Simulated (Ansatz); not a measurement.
System: HBOBr, charge 0, doublet. HBOBr (SMILES O[B]Br, doublet).
B3LYP-D3(BJ)/def2-TZVP minimum from Ansatz (an electronic-structure program):
```xyz
4

B      0.0282    -1.0833     0.5990
Br    -0.3080     0.5106    -0.4185
O      1.1765    -1.2908     1.2420
H      1.2258    -2.1281     1.7177
```
Charge 0, spin multiplicity 2.

Property: atomisation energy (electronic, to ground-state atoms), in kJ/mol. Radicals and triplets start from unrestricted determinants; spin-orbit coupling is neglected. Correlated methods leave the cores frozen (noble-gas shells, and filled d and f shells in the p block). No relativity. CBS(X,Y): correlation extrapolated as X^-3, Hartree-Fock from the larger set. A bracket is a step between two methods taken in the basis named. Double hybrids freeze cores in their MP2 part. For partners of very few electrons the exact lower level stands in for a higher one. Spin-orbit terms, left out, reach several kcal/mol for Br and I, and more for heavier atoms.

CCSD(T)/CBS(cc-pVTZ,cc-pVQZ) + [CCSDT(Q) - CCSD(T)]/cc-pVTZ (Ansatz) gives 1356.3 kJ/mol.

**Question.** What does PBE/def2-TZVPD (Ansatz) give here, and how do the other levels compare?

**Answer.** PBE gives 1418.5 kJ/mol, 62.2 kJ/mol above it. Differences of the others: r2SCAN/def2-TZVPD (Ansatz) 43.7; B3LYP/def2-TZVPD (Ansatz) -6.3; wB97M-V/def2-TZVPD (Ansatz) 1.8; B2PLYP/def2-TZVPD (Ansatz) -7.9; CCSD(T)/CBS(cc-pVTZ,cc-pVQZ) (Ansatz) -0.7 kJ/mol.
